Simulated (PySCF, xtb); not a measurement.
SiHCl3, SMILES [SiH](Cl)(Cl)Cl.

GFN2-xTB run with xtb at its own geometry gives an orbital gap of 6.66 eV and a dipole moment of 1.23 D.

The structure is a stationary point at PBE-D3(BJ)/def2-SVP. The isomer is the one that the SMILES or the coordinates give; other isomers of the formula were not compared.

Q: What does PBE/def2-TZVPD (PySCF) give? (An estimate is asked for; the answer gives what the named calculation found.)

A: gap 6.39 eV (levels -8.03 and -1.64 eV), dipole 0.83 D.
